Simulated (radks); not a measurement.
The nuclear charge of the praseodymium ion Pr2+ is varied continuously with 57 electrons held in [Xe] 4f3. Calculated with a radial shooting solver on a logarithmic mesh with Libxc functionals: scalar-relativistic Kohn-Sham, PBE, spin-polarised, spherical densities, point nucleus; open shells are filled with parallel spins first (spin-orbit coupling, left out, can overturn this in heavy ions). By the Hellmann-Feynman theorem dE/dZ = E(electron-nucleus)/Z, the electronic potential at the nucleus. The scalar-relativistic energy here is not variational (the density holds large components alone), so the two differ by a part that grows with Z.

| Z | E (hartree) | E(electron-nucleus)/Z (hartree) | HOMO | e(HOMO) (eV) | <r> HOMO (bohr) |
|---|---|---|---|---|---|
| 58.5 | -9047.3195 | -374.837 | 4f | -7.571 | 1.292 |
| 58.6 | -9085.0273 | -375.750 | 4f | -8.841 | 1.250 |
| 58.7 | -9122.8275 | -376.662 | 4f | -10.180 | 1.214 |
| 58.8 | -9160.7199 | -377.573 | 4f | -11.579 | 1.183 |
| 58.9 | -9198.7045 | -378.483 | 4f | -13.032 | 1.155 |
| 59 | -9236.7812 | -379.392 | 4f | -14.534 | 1.130 |
| 59.1 | -9274.9499 | -380.301 | 4f | -16.082 | 1.107 |
| 59.2 | -9313.2107 | -381.210 | 4f | -17.671 | 1.087 |
| 59.3 | -9351.5635 | -382.119 | 4f | -19.301 | 1.068 |
| 59.4 | -9390.0084 | -383.028 | 4f | -20.969 | 1.050 |
| 59.5 | -9428.5452 | -383.936 | 4f | -22.673 | 1.034 |
| 59.6 | -9467.1741 | -384.845 | 4f | -24.412 | 1.018 |
| 59.7 | -9505.8951 | -385.753 | 4f | -26.184 | 1.004 |
| 59.8 | -9544.7080 | -386.662 | 4f | -27.989 | 0.9900 |
| 59.9 | -9583.6131 | -387.571 | 4f | -29.826 | 0.9770 |
| 60 | -9622.6102 | -388.480 | 4f | -31.693 | 0.9647 |

The central difference of E at Z = 59 is -381.227 hartree, to compare with the third column; the second derivative is -9.21 hartree.
